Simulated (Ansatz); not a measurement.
C₂H₆OSi, SMILES `CC(=O)[SiH3]`, relaxed with RKS PBE-D4/def2-SVP in Ansatz 0.2.0 from a rough embedded geometry. The force threshold is 0.03 eV/Å; the program also tests the step.

The species carries charge 0 and has multiplicity 1.

Start:

```xyz
10

C     0.479   -0.421   -1.259
C    -0.124    0.595   -0.437
O    -0.465    1.702   -0.860
Si   -0.473    0.161    1.394
H    -0.095   -1.339   -1.341
H     0.610   -0.071   -2.334
H     1.502   -0.683   -0.925
H     0.292    1.093    2.283
H     0.112   -1.221    1.709
H    -1.839    0.184    1.771
```

Task: By how much does the energy fall, and how many steps does the optimiser take? (An estimate is asked.)

Result: The calculation gave: 27.17 kJ/mol, in 7 steps, 2 of them rejected.

Task: Which bonds change most? (An estimate is asked.)

Result: The calculation gave: Si4–H10 from 1.417 to 1.502 Å; C1–C2 from 1.440 to 1.513 Å; C2–Si4 from 1.913 to 1.961 Å; C1–H6 from 1.138 to 1.108 Å.

Task: Give the relaxed structure. (Estimate.)

Result: Ansatz gave: 
```xyz
10

C     0.521   -0.427   -1.360
C    -0.133    0.568   -0.427
O    -0.506    1.673   -0.791
Si   -0.420    0.126    1.462
H    -0.067   -1.371   -1.379
H     0.602   -0.008   -2.382
H     1.527   -0.700   -0.976
H     0.317    1.150    2.278
H     0.053   -1.253    1.843
H    -1.893    0.242    1.732
```
